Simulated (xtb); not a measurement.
1,1-difluorobut-1-ene (C4H6F2), SMILES CCC=C(F)F. All values are semi-empirical tight-binding results from xtb (GFN2-xTB unless named), good for trends rather than for accurate numbers. Geometry optimised at GFN2-xTB. Other conformers were not sampled.

Optimised geometry:

```xyz
12

C     -2.5316    -0.2670    -0.1794
C     -1.1651    -0.8164    -0.5875
C     -0.1382     0.2704    -0.6109
C      0.9402     0.2842     0.1430
F      1.2958    -0.6600     1.0111
F      1.8572     1.2503     0.1439
H     -2.4876     0.1558     0.8211
H     -2.8527     0.5101    -0.8690
H     -3.2715    -1.0628    -0.1859
H     -0.8576    -1.6005     0.1052
H     -1.2385    -1.2514    -1.5875
H     -0.3013     1.1089    -1.2694
```
Charge 0, spin multiplicity 1.

```json
{
 "orbital_gap": "5.22 eV",
 "dipole_moment": "2.90 D",
 "zero_point_energy": "57.4 kcal/mol",
 "G − E(el) at 298.15 K (modified RRHO)": "38.0 kcal/mol",
 "static polarisability (D4 model)": "52.1 bohr³",
 "solvation energy, GFN2-xTB/ALPB(water)": "-1.8 kcal/mol",
 "solvation energy, GFN2-xTB/ALPB(ether)": "-4.3 kcal/mol"
}
```

Task: Give the IR lines (harmonic; lines under 4 % of the strongest left out, lines within 3 cm⁻¹ merged). (The exact figures need the calculation; the answer reports its results.)

Result: ν (cm⁻¹): 457 (w), 514 (w), 803 (w), 829 (w), 884 (m), 974 (m), 1051 (m), 1152 (s), 1162 (s), 1234 (w), 1257 (m), 1333 (w), 1785 (vs), 2964 (w), 3004 (w), 3042 (m), 3045 (m), 3049 (w), 3108 (w) (against the strongest line: vs over 80 %, s over 45 %, m over 15 %, w over 4 %, vw less)

Task: Give the atomic charges and the Wiberg bond orders between heavy atoms. (An estimate is asked for; the answer gives what the named calculation found.)

Result: charges (e) C1 -0.11, C2 -0.05, C3 -0.08, C4 0.31, F5 -0.20, F6 -0.20, H7 0.04, H8 0.04, H9 0.05, H10 0.05, H11 0.06, H12 0.08. Bond orders C1–C2 1.00, C2–C3 1.02, C3–C4 1.80, C4–F5 0.97, C4–F6 0.97.
